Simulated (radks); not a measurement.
Pb+, 81 electrons, occupied as [Xe] 4f12 5d10 6s2 6p3 (not the ground configuration). All-electron calculation, scalar-relativistic Kohn-Sham, PBE, spin-unpolarised, spherical densities, point nucleus. Program: a radial shooting solver on a logarithmic mesh with Libxc functionals.

Normalised radial functions P(r) = r R(r), r in bohr:

| r | 4d | 6s |
|---|---|---|
| 0.001312 | 0.0001 | 0.0456 |
| 0.001777 | 0.0001 | 0.0555 |
| 0.002409 | 0.0003 | 0.0663 |
| 0.003239 | 0.0007 | 0.0770 |
| 0.004389 | 0.0017 | 0.0866 |
| 0.005949 | 0.0037 | 0.0920 |
| 0.008062 | 0.0083 | 0.0894 |
| 0.01093 | 0.0182 | 0.0734 |
| 0.01481 | 0.0392 | 0.0393 |
| 0.02007 | 0.0816 | -0.0144 |
| 0.0272 | 0.1627 | -0.0796 |
| 0.03686 | 0.3047 | -0.1322 |
| 0.04996 | 0.5228 | -0.1328 |
| 0.06771 | 0.7928 | -0.0481 |
| 0.09103 | 0.9991 | 0.0966 |
| 0.1234 | 0.9393 | 0.1994 |
| 0.1672 | 0.3909 | 0.1137 |
| 0.2266 | -0.5854 | -0.1423 |
| 0.3071 | -1.4822 | -0.2828 |
| 0.4162 | -1.6990 | -0.0504 |
| 0.5641 | -1.2008 | 0.3417 |
| 0.7645 | -0.5333 | 0.3712 |
| 1.036 | -0.1401 | -0.1075 |
| 1.404 | -0.0194 | -0.6536 |
| 1.888 | -0.0013 | -0.8192 |
| 2.559 | 0.0000 | -0.6030 |
| 3.467 | 0.0000 | -0.2781 |
| 4.699 | 0.0000 | -0.0768 |
| 6.369 | 0.0000 | -0.0113 |
| 8.632 | 0.0000 | -0.0007 |

4d: eigenvalue -450.09 eV, 1 radial node at r = 0.191 bohr, <r> = 0.426 bohr, 90 % of the charge inside 0.632 bohr. 6s: eigenvalue -24.280 eV, 5 radial nodes at r = 0.0187, 0.0752, 0.193, 0.432, 0.981 bohr, <r> = 2.06 bohr, 90 % of the charge inside 2.98 bohr.
